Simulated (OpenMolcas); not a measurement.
# Au3+ in a point-charge field

Au3+ among 6 point charges of -1.7 e arranged as an octahedron (Oh), 2.3 Å from the ion.
```
   2.3000    0.0000    0.0000  -1.70
   0.0000    2.3000    0.0000  -1.70
  -2.3000    0.0000    0.0000  -1.70
   0.0000   -2.3000    0.0000  -1.70
   0.0000    0.0000    2.3000  -1.70
   0.0000    0.0000   -2.3000  -1.70
```

| Quantity | Value |
| --- | --- |
| Program | OpenMolcas |
| Method | CASSCF |
| Basis | ANO-RCC-VTZP [8s7p5d3f1g] |
| Scalar Hamiltonian | DKH2, point nucleus |
| Active space | 8 electrons in 5 orbitals (5d) |
| State averaging | 2S+1 = 3 even, 10 roots; 2S+1 = 1 even, 15 roots |
| Spin-orbit coupling | RASSI with atomic mean-field integrals over the reference wave functions |

The lowest spin-free states (labels of O, the rotations of Oh), above the lowest:

```csv
State,Degeneracy,E (cm-1),Free-ion L (%)
3A2,1,0.0,F (100)
3T2,3,3792,F (100)
3T1,3,6651,F (98)
1E,2,14111,D (86)
1T2,3,17424,D (95)
3T1,3,18809,P (98)
1A1,1,21481,G (99)
1T1,3,22680,G (100)
1E,2,24713,G (86)
1T2,3,25376,G (95)
1A1,1,52419,S (99)
```

The lowest levels with spin-orbit coupling:

| E (cm-1) | Degeneracy | Label | 2S+1 |
| --- | --- | --- | --- |
| 0.0 | 3 | T2 | 3 |
| 2537 | 2 | E | 3 |
| 3293 | 3 | T1 | 3 |
| 4451 | 1 | A1 | 3 |
| 10585 | 2 | E | 3 (50 %) |
| 11506 | 3 | T2 | 3 (67 %) |
| 13985 | 1 | A2 | 3 |
| 15256 | 3 | T1 | 3 |
| 15713 | 3 | T2 | 3 (85 %) |
| 22089 | 3 | T2 | 3 |
| 25147 | 2 | E | 3 |
| 25885 | 1 | A1 | 3 (81 %) |
| 28929 | 3 | T1 | 3 |
| 30474 | 1 | A1 | 1 |
| 30521 | 2 | E | 1 (78 %) |
| 31319 | 3 | T1 | 1 |
| 32995 | 3 | T2 | 1 (89 %) |
| 36344 | 2 | E | 1 (67 %) |
| 37000 | 3 | T2 | 1 (59 %) |
| 65415 | 1 | A1 | 1 (86 %) |

Powder χT (cm3 K/mol): 2.51 at 2 K, 2.51 at 10 K, 2.54 at 50 K, 2.57 at 100 K, 2.64 at 200 K, 2.7 at 300 K. The effective moment at 300 K is 2.828 √(χT) = 4.65 μB.

The lowest level has 2S+1 = 3, for which the spin-only value is χT = S(S+1) / 2 = 1.000 cm3 K/mol (g = 2). The computed 2.704 at 300 K differs by +1.704, through orbital momentum, spin-orbit coupling and any other state in reach.

A least-squares ligand-field fit to the states below 45000 cm-1, each weighted by its degeneracy and with a free common offset, gives 10Dq = 3794 cm-1, B = 934 cm-1 and C = 3850 cm-1 (C/B = 4.12), with an rms deviation of 45 cm-1.

Spin-orbit coupling mixes the spin-free states strongly: the lowest level takes only 57 % from its leading state, 3A2. Without dynamic correlation the repulsion within the d shell is too large (B by tens of per cent), so at a given field states of lower spin stand too high. Real 4d8 and 5d8 ions are as a rule square planar and diamagnetic. This field is weak: 10Dq is about 3794 cm-1, while octahedral complexes of 5d ions of charge 3 and more, computed by the same method with explicit ligands, had a median near 35000 cm-1. Ground spin and moment need not be those of a real site. Point charges carry no covalency, so the field is a model and not that of real ligands. No measured value stands beside these numbers.
